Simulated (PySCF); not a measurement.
B(Br)(Et)(OH) (C₂H₆BBrO), SMILES BrB(O)CC. Atoms are numbered in the order given.

```xyz
11

B      0.6238     0.6378    -0.1251
Br    -0.8682    -0.2708     0.7793
C      0.9711     0.3157    -1.6190
C      0.8662    -1.1494    -2.0598
H      1.9768     0.7205    -1.8272
H      0.2770     0.9323    -2.2251
H     -0.1474    -1.5448    -1.8938
H      1.5624    -1.7900    -1.4947
H      1.1033    -1.2652    -3.1290
O      1.3108     1.5660     0.5661
H      0.9855     1.7103     1.4652
```
Charge 0, spin multiplicity 1.

The structure is a stationary point at B3LYP-D3(BJ)/def2-SVP. One conformer was computed; it need not be the lowest.

Vertical ionisation energy (IE) and electron affinity (EA) in eV. Rows of orbital energies are one-electron estimates. Where ΔSCF, EOM or ADC give a negative EA the extra electron is unbound and the value depends on the basis.

| level | IE | EA |
|---|---|---|
| −ε(HOMO), −ε(LUMO), ωB97X/def2-TZVP (PySCF) | 10.66 | -2.10 |
| −ε(HOMO), −ε(LUMO), PBE/def2-TZVP (PySCF) | 6.97 | 1.12 |
